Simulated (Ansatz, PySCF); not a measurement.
Gas-phase reaction in SMILES: [Te][TeH] → [Te-][TeH] (an electron is taken up)
Structures are relaxed separately at B3LYP-D3(BJ)/def2-TZVP in Ansatz (a quantum-chemistry and plane-wave program).

Quantity: adiabatic electron affinity (0 K, with B3LYP-D3(BJ) harmonic zero-point energies from PySCF), positive where the reaction releases energy, in eV. Cores are frozen in the correlated levels unless marked. Open shells are spin-unrestricted. No spin-orbit coupling. Frozen are the shells of the preceding noble gas and the d and f shells that filled before the atom's block. Past Kr the def2 sets carry scalar-relativistic core potentials. Anions need diffuse functions: def2-D sets add few; the other sets have none. CBS marks a two-point X^-3 extrapolation of the correlation energy; Hartree-Fock from the larger set. The bracket is a focal-point correction in the basis named.

```tsv
level	program	adiabatic electron affinity (eV)
HF/def2-TZVPP	Ansatz	1.34
BP86-D3(BJ)/def2-TZVPD	PySCF + dftd3	2.15
TPSS/def2-TZVPD	PySCF	2.03
M06-L/def2-TZVPD	PySCF	1.84
B97M-V/def2-TZVPD	Ansatz	1.98
PBE0/def2-TZVPD	Ansatz	2.08
PBE0/def2-QZVPP	Ansatz	2.05
BHLYP-D3(BJ)/def2-TZVPD	Ansatz + dftd3	2.07
r2SCANh-D4/def2-TZVPD	Ansatz + dftd4	2.06
CAM-B3LYP-D4/def2-TZVPD	Ansatz + dftd4	2.19
B2GP-PLYP-D3(BJ)/def2-TZVPD	Ansatz + dftd3	2.11
B2PLYP-D4/def2-TZVPD	Ansatz + dftd4	2.10
CCSD/def2-SVPD	Ansatz	2.03
RI-MP2/CBS(def2-TZVPPD,def2-QZVPPD)+[CCSD(T)-MP2]/def2-TZVPPD	Ansatz	2.27
CCSD(T)/CBS(def2-TZVPPD,def2-QZVPPD)	Ansatz	2.28
```
